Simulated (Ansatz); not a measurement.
Input and output for B₂Cl₂F₂H₂S₂, SMILES `F[B@-]1(Cl)[SH+][B@@-](F)(Cl)[SH+]1`.

```yaml
crystal:
  periodic: [false, false, false]
  atoms:
    - {symbol: F, position_ang: [-0.941247, -1.563397, -1.542904]}
    - {symbol: B, position_ang: [0.056185, -1.204121, -0.633020]}
    - {symbol: Cl, position_ang: [1.485887, -2.230299, -0.719202]}
    - {symbol: S, position_ang: [-0.607322, -0.777589, 1.328426]}
    - {symbol: B, position_ang: [0.252071, 0.821135, 0.941808]}
    - {symbol: F, position_ang: [-0.543856, 2.024675, 1.076113]}
    - {symbol: Cl, position_ang: [1.929094, 0.872228, 1.645871]}
    - {symbol: S, position_ang: [0.684614, 0.692780, -1.248558]}
    - {symbol: H, position_ang: [-1.822088, -0.278822, 0.765227]}
    - {symbol: H, position_ang: [-0.754492, 1.332638, -1.461496]}
basis:
  gaussian: {orbitals: cc-pVTZ, final_grid: {core_spheres: 20, valence_spheres: 16, degree: 47}}
hamiltonian: {xc: {name: wB97M-V}}
output: {forces: true}
```

```sh
$ ansatz run in.yaml --threads 4 --pin off --events-out ev --progress --plain --max-ram 11315MiB
```

Output, abridged:

```
Functional definition: wB97M-V
1938 factors; their error is unknown
341 factors; integrals over basis functions are off by at most 1.9e-5 eV
mean field evaluation 1: about -53537.1645 eV, gradient 4.5e1 eV
mean field evaluation 2: about -53536.9152 eV, gradient 5.6e1 eV
mean field evaluation 4: about -53541.0926 eV, gradient 2.0e0 eV
mean field evaluation 8: about -53541.1048 eV, gradient 1.7e-1 eV
mean field evaluation 16: about -53541.1778 eV, gradient 5.8e-4 eV
mean field -53541.17779341 eV, -1967.6019923940 hartree, gradient 9.0e-5 eV, S^2 0.000000; 0 other end points of the search recorded, 0 dependent functions left out
reference -53541.17784165 eV, -1967.6019941668 hartree; 48, 48 occupied and 236, 236 virtual orbitals, 1938 factors
Total energy: -53541.17784165 eV, -1967.6019941668 hartree
Atom 0 at    -0.941247    -1.563397    -1.542904 Å, force     0.590676     0.321742     1.866358 eV/Å
Atom 1 at     0.056185    -1.204121    -0.633020 Å, force    -0.834537     0.693114    -2.402675 eV/Å
Atom 2 at     1.485887    -2.230299    -0.719202 Å, force     0.362688    -0.355193     0.581892 eV/Å
Atom 3 at    -0.607322    -0.777589     1.328426 Å, force    -1.967934    -0.236846    -1.721769 eV/Å
Atom 4 at     0.252071     0.821135     0.941808 Å, force     0.557415     3.786783    -0.640589 eV/Å
Atom 5 at    -0.543856     2.024675     1.076113 Å, force     1.423773    -2.668967    -0.145057 eV/Å
Atom 6 at     1.929094     0.872228     1.645871 Å, force    -0.553662    -0.048124     0.089466 eV/Å
Atom 7 at     0.684614     0.692780    -1.248558 Å, force    -4.018639     0.801717     1.255881 eV/Å
Atom 8 at    -1.822088    -0.278822     0.765227 Å, force     1.272541    -0.747017     0.821099 eV/Å
Atom 9 at    -0.754492     1.332638    -1.461496 Å, force     3.167680    -1.547208     0.295392 eV/Å
Dipole moment:    -0.506848    -0.073842     0.093268 e Å
```

It took 22 s on 4 threads of an Arm Neoverse V2 on a shared host, with 1.6 GiB of host memory at the peak.
